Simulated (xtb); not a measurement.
O₄Ru, triplet, geometry from GFN2-xTB (such geometries of metal compounds can be far from the true shape) (the multiplicity is a formal guess). Base run: GFN2-xTB run with xtb 6.7.1.

Here is a job for xtb.
```
$ xtb mol.xyz --gfn 2 --uhf 2 --json

# file mol.xyz
5

Ru     0.01430486    -0.02340224    -0.12950598
O      1.17675629     0.70822560    -0.92296003
O      0.49309506    -0.54979544     1.45089418
O     -0.98119096    -1.02816347    -0.84754838
O     -0.76733713     0.99844565     1.03189713
```

Variants of this job, named by their change:

```tsv
change	ΔE vs base (kcal/mol)	dipole (D)	SCF cycles
base	0.000	1.50	13
alpb = acetone	-5.99	1.57	12
acc = 1000	0.000	1.50	9
etemp = 10000	-62.02	1.57	13
file = coord	0.000	1.50	13
acc = 0.0001	0.000	1.50	20
```

ALPB and GBSA are two models with their own fitted parameters for each solvent, which aren't always the measured dielectric constant.
